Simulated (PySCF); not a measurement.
BeF, SMILES [Be][F], multiplicity 2.

Geometry optimised at r2SCAN-D4/def2-TZVPD. The spin state was assumed, not searched.

Level of theory: PySCF with r2SCAN/def2-TZVPD.

Isolated molecule, no solvent.

Computed frontier levels, dipole moment and polarisability:
| Item | Result |
|---|---|
| α spin, highest occupied and lowest empty level | -5.69 and -1.28 eV |
| β spin, highest occupied and lowest empty level | -10.39 and -2.71 eV |
| dipole moment | 1.23 D |
| mean static polarisability | 27.9 bohr³ (4.13 Å³) |
| polarisability, principal values | 21.8, 30.9, 30.9 bohr³ |
| ⟨S²⟩ | 0.752 (pure state 0.75) |
